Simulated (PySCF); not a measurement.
**NMR problem set**

How the numbers were obtained: GFN2-xTB structure, shielding tensors at PBE0/pcSseg-1 (GIAO), in PySCF 2.14 (equivalent nuclei averaged, non-relativistic Hamiltonian, in vacuum, single conformer).

δ = σ(ref) − σ, references computed at the same level: ¹H (σref 31.72) and ¹³C (σref 186.93) vs TMS. Where no couplings were computed, multiplicities follow the n + 1 count of equivalent neighbours, and m marks all less simple cases (inequivalent or close neighbours, rings, F or P nearby). Shifts are as computed. Against solution values, carbons near 30 ppm lie about +3 ppm off and those near 130 ppm about +5 ppm. Of 1211 compounds with measured shifts, 218 miss one by over three times the rms of a fit or turn the order of signals round; such compounds aren't used in these exercises.

Question: C7H8O2Si. ¹H NMR (300 MHz, computed): δ 6.98 (m, 1H), 6.71 (d, 1H), 6.06 (d, 1H), 4.01 (t, 3H), 2.08 (q, 2H). ¹³C{¹H} NMR (computed): δ 188.3 (C), 185.4 (C), 152.7 (C), 146.2 (CH), 136.5 (CH), 131.8 (CH), 20.3 (CH2). Identify the compound.

Answer: SMILES O=C1C=CC=C(C[SiH3])C1=O. Rings plus π bonds: 5 (1 ring in the answer). 7 carbon signals for 7 carbons: no two carbons are equivalent. Carbon types of the structure: 3 × C, 3 × CH, 1 × CH2, leaving 3 H on heteroatoms. δC 188.3, 185.4: ketone carbonyl carbon; low-lying n→π* states of the double bond to the heteroatom give a large paramagnetic term (-253 ppm). δC 152.7, 131.8: α carbon of a C=C–C=O unit; the olefinic region. δC 146.2, 136.5: β carbon of a C=C–C=O unit; conjugation with the carbonyl draws π density from the β position. δH 6.06: hydrogen on an α carbon of a C=C–C=O unit; a vinylic proton, deshielded by the sp2 carbon and the C=C anisotropy.

The data come from this structure; uniqueness wasn't tested.

Question: C7H13N3. ¹H NMR (400 MHz, computed): δ 7.10 (s, 1H), 2.51 (s, 3H), 1.68 (s, 9H). ¹³C{¹H} NMR (computed): δ 146.3 (C), 122.7 (CH), 56.4 (C), 32.1 (CH3), 13.5 (CH3). Give a structure.

Answer: `n1c(C)cn(C(C)(C)C)n1`. Rings plus π bonds: 3 (1 ring in the answer). 5 carbon signals for 7 carbons: some carbons are equivalent by symmetry or fast rotation. Carbon types of the structure: 2 × C, 1 × CH, 4 × CH3, which accounts for all hydrogens. δC 146.3: substituted aromatic carbon next to a ring nitrogen. δC 122.7: aromatic CH next to a ring nitrogen. δC 13.5: methyl carbon on an aromatic ring; saturated and bonded to C and H only. δH 2.51: hydrogen on a methyl carbon on an aromatic ring; benzylic-type position, deshielded by the ring.

The data come from this structure; uniqueness wasn't tested.
